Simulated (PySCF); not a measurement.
Compound: C₆H₁₂OSi₂.
Z-matrix (Å and degrees, GFN2-xTB geometry), rows numbered from 1:
```
O 
C   1  1.1962
C   2  1.5122  1  133.70
C   3  1.5471  2   88.35  1   168.77
C   4  1.5040  3  116.85  2   131.11
Si  5  1.8947  4  115.24  3    47.09
C   5  1.3347  4  120.96  3  -135.17
Si  7  1.8795  5  128.03  4   179.89
C   2  1.5106  1  133.89  3   176.41
H   3  1.0893  2  112.02  1   -76.49
H   3  1.0882  2  115.57  1    48.59
H   4  1.0944  3  110.78  2  -104.14
H   6  1.4664  5  108.17  4    22.63
H   6  1.4620  5  109.94  4   142.18
H   6  1.4666  5  109.74  4   -96.19
H   7  1.0875  5  117.52  4    -0.00
H   8  1.4664  7  110.15  5    82.12
H   8  1.4643  7  110.80  5   -39.78
H   8  1.4669  7  107.24  5  -159.31
H   9  1.0884  2  116.17  1   -48.17
H   9  1.0899  2  111.12  1    76.76
```

NICS is the negative of the GIAO shielding at a point without a nucleus: at the ring centre (0) and 1 Å above and below it (1); zz is the component along the ring normal. Level: GIAO PBE0/pcSseg-1 (PySCF, non-relativistic, gas phase) on the GFN2-xTB geometry, one conformer.

Ring bond lengths (Å), with Mayer bond orders in brackets: C2–C3 1.512 (0.98), C3–C4 1.547 (0.98), C4–C9 1.547 (1.00), C9–C2 1.511 (0.98).

Question: What do the NICS probes read (ppm)?

Answer: 
```
       ring                                            type  NICS(0)  NICS(1), two faces  NICS(1)zz, two faces  rms pucker (Å)  centre to ring atoms, mean (Å)
C2–C3–C4–C9  4-membered carbocycle; formal bonds all single      6.6         -1.5 / -1.2            3.3 / -0.3            0.06                            1.08
```

Question: What can be read from them?

Answer: 
- C2–C3–C4–C9: mean NICS(1)zz 1.5 ppm, near zero. C3, C4, C9 have four or more neighbours; no verdict on aromaticity is drawn. The two faces differ by 3.6 ppm, so no symmetry operation interchanges them. NICS(0) lies 8 ppm above the mean NICS(1).

Question: List the ring angles and the Hirshfeld charges of the ring atoms.

Answer: 
- C2–C3–C4–C9: C2 92.3° (+0.169 e), C3 88.4° (-0.081 e), C4 89.6° (-0.025 e), C9 88.4° (-0.080 e); sum 358.7° against 360° for a flat convex ring.
